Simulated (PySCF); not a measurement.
# What a mistake does to a calculation on BCGeH6Si cation

All numbers below are calculated, not measured. The program is PySCF 2.14.0, an open-source quantum chemistry code, run on an isolated molecule that a program drew, which may never have been made. The molecule is BCGeH6Si cation (charge +1, singlet), drawn as the SMILES string `[SiH2+]B=[CH][GeH3]`.

Each row is a Hartree-Fock (HF) and frozen-core CCSD(T) single point in the cc-pV(D+d)Z basis, meant for a local HF minimum. Run 1 is clean. Each other run has one planted mistake out of seven kinds, and not every kind appears here: one electron removed, one electron added, multiplicity raised by two, geometry at a saddle point, minimal basis STO-3G, one bond length entered in bohr, all coordinates scaled. The reference is restricted for singlets and unrestricted otherwise, and also for a bond in bohr. Adding or removing an electron swaps singlet and doublet. Electrons count all cores. HOMO and LUMO are orbital energies over both spins, the gradient is its largest component, and the lowest frequency (negative if imaginary) is given only where the gradient is small. Bond lengths are over the 9 bonds as drawn. T1 is the CCSD diagnostic: over 0.02 (restricted) or 0.045 (unrestricted) a single reference is doubtful. Germanium has the cc-pVDZ-PP basis, with a core potential (ECP10MDF) in place of its 10 inner electrons, and its 3s, 3p and 3d shells are frozen in CCSD(T).

Geometry of the clean run:
```xyz
10
BCGeH6Si cation, angstrom
Si   -0.3579    0.9176   -1.1795
B     1.1172    0.9507    0.0238
C     2.1942    0.8992    0.9005
Ge    2.9544   -0.8594    1.5169
H    -0.9262   -0.3476   -1.6449
H    -0.9587    2.1585   -1.6680
H     2.6793    1.7888    1.2969
H     4.4010   -0.8569    1.0527
H     2.8023   -0.8556    3.0284
H     2.1279   -1.9504    0.8487
```

```
run  electrons  basis functions  <S^2>  HOMO (eV)  LUMO (eV)  gradient (hartree/bohr)  lowest frequency (cm^-1)  mean bond (Å)  longest bond (Å)      T1  HF (hartree)  CCSD(T) (hartree)                     mistake
  1         62              104  0.000     -13.99      -5.63                  1.4e-05                        56         1.5424             2.013  0.0220    -648.00582         -648.46673                    no fault
  2         62              104  2.019     -13.05      -5.80                  4.9e-02                         -         1.5424             2.013  0.0173    -647.98670         -648.40766  multiplicity raised by two
  3         61              104  0.756     -20.87     -11.96                  4.7e-02                         -         1.5424             2.013  0.0284    -647.53817         -647.94740        one electron removed
  4         62              104  0.000     -13.24      -5.62                  3.9e-02                         -         1.6627             2.170  0.0253    -647.95703         -648.43389                           ?
```

**Which mistake was planted in run 4, and what did it cost?**

The mean and the longest bond both change by the same factor, 1.078, and the gradient is no longer small. So the mistake is: all coordinates scaled. Subtracting run 1 and multiplying by 627.51 kcal/mol a hartree, the energy moved by 30.6 kcal/mol in HF and 20.6 kcal/mol in CCSD(T).

Cautions from the logs. Run 1: T1 is over the limit, so its CCSD(T) energy is less reliable; run 4: T1 is over the limit, so its CCSD(T) energy is less reliable.
